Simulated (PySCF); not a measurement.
Rotational lines of NaBe⁺

Lines J+1 ← J of the vibrational ground state, computed from RHF-CCSD(T) constants of NaBe⁺, ¹Σ⁺ (singlet), closed shell (PySCF, no relativity, basis sets Na cc-pVDZ, Be cc-pVDZ; masses 22.9898 and 9.0122 u), in MHz:

```csv
J,ν (MHz)
5,99366.0
6,115898.6
7,132418.2
8,148922.8
9,165410.5
```

(1) Find B0 and the effective bond length r0; with αe = 0.00553 cm⁻¹, find Re.

Correlated steps freeze 1 core orbital. The bond is weak. Basis-set superposition, not corrected here, can be much of De in a small basis, most of all at correlated wavefunction levels. For an ion De counts to the pair picked by the measured ionisation energies or electron affinities, which need not be the lowest pair at this level.

Answers

(1) ν = 2B0(J+1) − 4D(J+1)³ gives B0 = 0.27640 cm⁻¹. With the reduced mass μred = 6.4742 u, r0 = √(16.8576/(μred·B0)) (u, cm⁻¹, Å) = 3.0693 Å. Be = B0 + αe/2 = 0.27916 cm⁻¹ gives Re = 3.054 Å.
